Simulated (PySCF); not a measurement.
PySCF input (BP86/6-31G* with LANL2DZ past Ar (5d)):

```python
from pyscf import gto, dft

mol = gto.M(
    atom='''
    Se    0.00065560    0.02646256   -0.06067825
    H    -1.07638699   -0.86807534    0.42835260
    H     1.06782330   -0.86656701    0.45217774
    H    -0.01372686    0.83491536    1.18253017
    ''',
    basis={'default': '6-31g*', 'Se': 'lanl2dz'},
    ecp={'Se': 'lanl2dz'},
    charge=1,
    spin=0,
    verbose=4,
)

mf = dft.RKS(mol, xc='bp86')
mf.grids.level = 3
mf.conv_tol = 1e-9
mf.max_cycle = 100
mf.max_memory = 1500
mf.kernel()
if not mf.converged:
    mf = mf.newton()
    mf.kernel(mf.make_rdm1())
mf.dip_moment()
```

Output:

```
PySCF version 2.14.0

[INPUT] verbose = 4
[INPUT] num. atoms = 4
[INPUT] num. electrons = 8
[INPUT] charge = 1
[INPUT] spin (= nelec alpha-beta = 2S) = 0
[INPUT] symmetry False subgroup None
[INPUT] Mole.unit = angstrom
[INPUT] Symbol           X                Y                Z      unit          X                Y                Z       unit  Magmom
[INPUT]  1 Se     0.000655600000   0.026462560000  -0.060678250000 AA    0.001238904447   0.050006990955  -0.114665274218 Bohr   0.0
[INPUT]  2 H     -1.076386990000  -0.868075340000   0.428352600000 AA   -2.034076615145  -1.640424648089   0.809469098745 Bohr   0.0
[INPUT]  3 H      1.067823300000  -0.866567010000   0.452177740000 AA    2.017893586429  -1.637574317483   0.854492088225 Bohr   0.0
[INPUT]  4 H     -0.013726860000   0.834915360000   1.182530170000 AA   -0.025940005950   1.577761367593   2.234658155335 Bohr   0.0

nuclear repulsion = 7.16313607464735
number of shells = 10
number of NR pGTOs = 24
number of NR cGTOs = 14
basis = {'default': '6-31g*', 'Se': 'lanl2dz'}
ecp = {'Se': 'lanl2dz'}

******** <class 'pyscf.dft.rks.RKS'> ********
method = RKS
initial guess = minao
damping factor = 0
level_shift factor = 0
DIIS = <class 'pyscf.scf.diis.CDIIS'>
diis_start_cycle = 1
diis_space = 8
diis_damp = 0
SCF conv_tol = 1e-09
SCF conv_tol_grad = None
SCF max_cycles = 100
direct_scf = True
direct_scf_tol = 1e-13
XC library pyscf.dft.libxc version 7.1.2
    S. Lehtola, C. Steigemann, M. J. T. Oliveira, and M. A. L. Marques,  SoftwareX 7, 1–5 (2018)
XC functionals = bp86
    A. D. Becke,  Phys. Rev. A 38, 3098 (1988)
    J. P. Perdew,  Phys. Rev. B 33, 8822 (1986)
    J. P. Perdew,  Phys. Rev. B 34, 7406–7406 (1986)
radial grids:
    Treutler-Ahlrichs [JCP 102, 346 (1995); DOI:10.1063/1.469408] (M4) radial grids

becke partition: Becke, JCP 88, 2547 (1988); DOI:10.1063/1.454033
pruning grids: <function nwchem_prune>
grids dens level: 3
symmetrized grids: False
atomic radii adjust function: <function treutler_atomic_radii_adjust>
small_rho_cutoff = 0
Set gradient conv threshold to 3.16228e-05
Initial guess from minao.
tot grids = 49848
init E= 3.87391838541574
  HOMO = -0.103046876546495  LUMO = 0.111838536597981  gap/eV = 5.84733
cycle= 1 E= -10.2130882161065  delta_E= -14.1  |g|=    1  |ddm|= 3.37
  HOMO = -0.848158687011826  LUMO = -0.386807614410445  gap/eV = 12.55400
cycle= 2 E= -10.2913914445728  delta_E= -0.0783  |g|= 0.913  |ddm|= 2.57
  HOMO = -0.597236983261075  LUMO = -0.306315073147336  gap/eV = 7.91639
cycle= 3 E= -10.7016125806271  delta_E= -0.41  |g|= 0.0525  |ddm|= 1.26
  HOMO = -0.592420480425041  LUMO = -0.295420865612137  gap/eV = 8.08177
cycle= 4 E= -10.70284003523  delta_E= -0.00123  |g|= 0.00843  |ddm|= 0.0863
  HOMO = -0.592794156032098  LUMO = -0.297262242610064  gap/eV = 8.04183
cycle= 5 E= -10.7028791310692  delta_E= -3.91e-05  |g|= 0.00078  |ddm|= 0.0177
  HOMO = -0.592863529120123  LUMO = -0.29722556005387  gap/eV = 8.04472
cycle= 6 E= -10.7028794197001  delta_E= -2.89e-07  |g|= 2.06e-05  |ddm|= 0.00109
  HOMO = -0.592869998751694  LUMO = -0.297230422667312  gap/eV = 8.04476
cycle= 7 E= -10.7028794233361  delta_E= -3.64e-09  |g|= 1.78e-06  |ddm|= 3.1e-05
  HOMO = -0.592870084860548  LUMO = -0.297230419142386  gap/eV = 8.04477
cycle= 8 E= -10.7028794233374  delta_E= -1.3e-12  |g|= 1.05e-07  |ddm|= 1.76e-06
  HOMO = -0.592870133695303  LUMO = -0.297230440247485  gap/eV = 8.04477
Extra cycle  E= -10.7028794233374  delta_E= 1.42e-14  |g|= 1.18e-07  |ddm|= 3.03e-07
converged SCF energy = -10.7028794233374

WARN: System has nonzero charge 1; the dipole moment is origin-dependent.
Location of origin: [0. 0. 0.]

Dipole moment(X, Y, Z, Debye): -0.02212, -0.89274,  2.04704
```

The dipole moment of an ion depends on the origin.
